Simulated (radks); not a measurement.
Q: Numerical settings for neutral caesium, [Xe] 6s1. All-electron calculation, Dirac Kohn-Sham, BLYP, spin-unpolarised, spherical densities, point nucleus. Program: a radial shooting solver on a logarithmic mesh with Libxc functionals. The defaults (mesh step 0.008 in ln r, mesh end at 40 bohr or more with all orbitals vanishing there, Anderson mixing 0.5 over 9 steps, residual threshold near 1e-9 with the energy settled to 1e-9 hartree or 1e-11 of itself, here a cap of 56 iterations) give E = -7790.9771 hartree and 6s1/2 at -2.015 eV in 13 iterations. Run on one thread of a shared host, so times are rough (Arm Neoverse N1): 0.18 s of CPU time, 0.18 s wall, 13 iterations on 2728 mesh points. One setting is changed at a time: mesh step in ln r 0.005; mesh step in ln r 0.012; mesh step in ln r 0.003; mesh end (bohr) 5; mesh end (bohr) 20; residual threshold 0.01; residual threshold 0.1; mixing 0.01; linear mixing, mixing 0.5; linear mixing, mixing 1; mixing history 20; iteration cap 8. Which runs fail to converge, and which converge to a wrong energy?

A: Not converged within the cap: linear mixing, mixing 1; iteration cap 8. Settled on a wrong energy, with an occupied level pushed above zero by the early mesh end: mesh end (bohr) 5 (+0.343 hartree). Apart from these: no run marked as converged misses the energy by more than 1 mhartree.
